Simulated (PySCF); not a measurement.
AlSb at UHF

Computed with UHF; basis Al x2c-SVPall, Sb x2c-SVPall; spin-free X2C with a Gaussian nucleus; PySCF 2.14.

| Property | Result |
| --- | --- |
| state | ³Σ⁻ (triplet), unpaired electrons π ↑↑ |
| bond length | 2.767 Å |
| harmonic wavenumber | 255 cm⁻¹ |
| force constant | 0.847 mdyn/Å |
| rotational constant Be | 0.09979 cm⁻¹ |
| anharmonicity ωexe | 1.10 cm⁻¹ |
| vibration–rotation constant αe | 0.000518 cm⁻¹ |
| well depth De to Al + Sb | 0.84 eV |
| dissociation energy D0 | 0.82 eV |
| bond order (Mayer) | 0.96 |
| dipole moment (positive dipole means Al(−)Sb(+)) | -1.03 D |

These are scalar-relativistic numbers at best; spin–orbit coupling would shift them, the dissociation energy most. Hartree–Fock leaves out correlation, which carries a large part of most bond energies and some tenths to 1 eV of ionisation energies. The state is the lowest determinant that a PBE0 search found; another state may lie lower at other levels.
